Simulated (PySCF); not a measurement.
C₄H₂Cl₃FO (charge +1 and doublet state).
Cartesian coordinates in Å at the GFN2-xTB level; atoms count from 1:
```
atom  x, y, z in Å
O1     0.3123    2.7436    0.1512
C2     0.1847    1.6231    0.0885
C3     0.0646    0.2840    0.0178
C4     1.2924   -0.5675    0.0146
F5     2.4179    0.1647    0.0905
C6    -1.3065   -0.3182   -0.0593
Cl7   -2.0532    0.3158   -1.5829
Cl8   -1.2944   -2.0811   -0.0757
Cl9   -2.2363    0.2870    1.3668
H10    1.3428   -1.1784   -0.9062
H11    1.2810   -1.2703    0.8688
```

The hyperfine couplings belong to this conformer and change with its torsions.

Identity: `O=[C+][C](CF)C(Cl)(Cl)Cl` [radical] (charge +1).

Method used: PySCF, UKS B3LYP, pcH-1 on C Cl F H O, non-relativistic, mean-field spin-orbit, GIAO. Isolated species at its GFN2-xTB geometry (one conformer only). A GFN2-xTB geometry isn't a minimum of the functional, and hyperfine couplings can be far from their values at a DFT geometry, by a factor of two or more for some ions and for spin on atoms past the first row. The SCF solution wasn't tested for stability.

Q: Match the computed a_iso(13C) values +50.1, -36.8, -26.6, -20.9 MHz with the sites C2; C3; C4; C6.

A: 
```tsv
site	a_iso (MHz)	ρ(0) (bohr⁻³)	position	distance from C3 (Å)	spin population	largest |T| (MHz)
C2	-36.8	-0.0327	1 bond from C3	1.35	+0.04	14.1
C3	+50.1	+0.0447	largest spin population	0.00	+0.56	103.9
C4	-26.6	-0.0237	1 bond from C3	1.49	-0.04	6.9
C6	-20.9	-0.0186	1 bond from C3	1.50	-0.05	1.7
```

ρ(0) is the spin density at the nucleus and T the dipolar tensor; a_iso includes a spin–orbit part; entries for several nuclei are means. The largest Mulliken spin populations are on C3 (+0.56), O1 (+0.19), Cl7 (+0.10) and Cl9 (+0.09). The angles at C3 add up to 360.0°, so it is planar.

Examples of negative spin density at the nucleus (bohr⁻³): C2 (-0.0327), C4 (-0.0237) and C6 (-0.0186).

Nuclei that the bonding pattern makes equivalent are averaged, as if the motion that swaps them (rotation, inversion, ring flip) were fast. The three 35Cl nuclei of mean +2.7 MHz run from -0.7 to 4.9 MHz in the frozen geometry.

The SMILES `O=[C+][C](CF)C(Cl)(Cl)Cl` draws the unpaired electron on C3, whose computed spin population is only +0.56.

On Arm Neoverse V2, one thread, shared host, this took 98 s wall (grids of density and orbitals included) and 0.97 GiB of memory at its peak.
